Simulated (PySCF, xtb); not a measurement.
CH2NS, SMILES N[C]=S, multiplicity 2. The values are those of a single conformer.

Harmonic wavenumbers (cm⁻¹) from GFN2-xTB in xtb 6.7.1 at its own minimum, in rising order: 342, 463, 501, 904, 1089, 1448, 1539, 3240, 3438.

Question: What does PBE-D3(BJ)/def2-TZVP (PySCF) give at its own minimum? (An estimate is asked for; the answer gives what the named calculation found.)

Answer: 361, 455, 576, 864, 1118, 1502, 1581, 3318, 3534. Paired by order, the mean absolute difference is 49 cm⁻¹ and the zero-point energies are 18.5 and 19.0 kcal/mol.
